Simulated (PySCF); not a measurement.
A species of formula C6H7F3OSi has this rotational fingerprint, computed with PBE0/pcSseg-1 in PySCF (dipole) on a GFN2-xTB geometry, gas phase:

* Rotational constants: A = 1684, B = 733.0, C = 658.3 MHz
* Dipole components: |μa| = 0.59 D, |μb| = 0.30 D, |μc| = 1.13 D
* Inertial defect: -221.94 u·Å²
* κ: -0.85

Question: Which candidate fits, each taken in the one conformer that was computed?
A. `[F:1][C:2]([F:3])([F:4])[CH2:5][O:6][SiH:7]1[CH:8]=[CH:9][CH:10]=[CH:11]1` with C2–C5–O6–Si7 -55°, C5–O6–Si7–C8 -43°
B. `[CH:1]#[C:2][CH2:3][Si@H:4]([O:5][CH:6]=[CH2:7])[C:8]([F:9])([F:10])[F:11]` with C2–C3–Si4–O5 167°, C3–Si4–O5–C6 71°, Si4–O5–C6–C7 3°

Answer: A. It is FC(F)(F)CO[SiH]1C=CC=C1, an asymmetric top, point group C1. The candidates at the same level (rigid rotor, commonest isotopes):

```json
{"SMILES": "FC(F)(F)CO[SiH]1C=CC=C1", "A (MHz)": "1684", "B (MHz)": "733.0", "C (MHz)": "658.3", "μa (D)": "0.59", "μb (D)": "0.30", "μc (D)": "1.13", "Δ (u·Å²)": "-221.94", "point group": "C1", "rotor": "asymmetric top"}
{"SMILES": "C#CC[Si@H](OC=C)C(F)(F)F", "A (MHz)": "1138", "B (MHz)": "757.9", "C (MHz)": "512.1", "μa (D)": "2.56", "μb (D)": "2.23", "μc (D)": "0.26", "Δ (u·Å²)": "-124.01", "point group": "C1", "rotor": "asymmetric top"}
```

`C#CC[Si@H](OC=C)C(F)(F)F` has A 32 % too low. No structure here is proved a minimum.
